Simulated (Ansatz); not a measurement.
System: sum formula BNH₂Br₂, net charge 0, singlet state. 
Coordinates optimised at B3LYP-D3(BJ)/def2-TZVP (Ansatz, a program for electronic structure):
SMILES: NB(Br)Br
```xyz
6

N     -1.9513    -0.5470     0.0808
B     -0.6219    -0.1743     0.0257
Br     0.6858    -1.3636    -0.7605
Br    -0.0655     1.5375     0.7348
H     -2.2804    -1.4285    -0.2770
H     -2.6616     0.0432     0.4816
```

Property: vertical triplet-singlet gap (E(triplet) - E(singlet); each state is the SCF solution reached for its spin; for the triplet T1 is 0.045), in kcal/mol. Valence correlation only, unless marked. Open shells are spin-unrestricted. Spin-orbit coupling is left out. The frozen core is the preceding noble-gas configuration, with the filled d and f shells of earlier blocks. No relativistic terms. CBS marks a two-point X^-3 extrapolation of the correlation energy; Hartree-Fock from the larger set.

CCSD(T)/CBS(aug-cc-pVTZ,aug-cc-pVQZ) (Ansatz) gives 147.3 kcal/mol.

**Question.** Another calculation gave 140.8 kcal/mol. Which level was it?
A) BHLYP/def2-TZVPD (Ansatz)
B) PBE0/def2-TZVPD (Ansatz)
C) r2SCAN/def2-TZVPD (Ansatz)
D) PBE/def2-TZVPD (Ansatz)

**Answer.** A, BHLYP/def2-TZVPD (Ansatz). The others give 126.2 (PBE), 133.9 (PBE0), 129.6 (r2SCAN) kcal/mol.
